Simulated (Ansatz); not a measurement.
BBrH₂, SMILES `BBr` at its PBE0-D4/def2-TZVP geometry, where that method's forces vanish. Charge 0, multiplicity 1.

```
atom   x (Å)   y (Å)   z (Å)
  B1   0.151   0.118  -0.041
 Br2  -1.307  -1.020   0.354
  H3   0.258   1.120   0.588
  H4   0.899  -0.218  -0.901
```

(1) For each bond, give half the difference of the two atoms' forces along it (eV/Å; positive pushes the atoms apart) under PBE-D4, r2SCAN-D4, B3LYP-D4, ωB97M-V in def2-TZVPP. (Estimate.)

Results:

(1) Ansatz gave: 
```csv
bond,length (Å),PBE-D4,r2SCAN-D4,B3LYP-D4,ωB97M-V
B1–Br2,1.891,0.12,0.11,0.28,0.11
B1–H3,1.188,0.06,-0.05,-0.15,-0.13
B1–H4,1.188,0.06,-0.05,-0.15,-0.13
```

B3LYP here is the variant with VWN-RPA as its local correlation; programs differ in this.
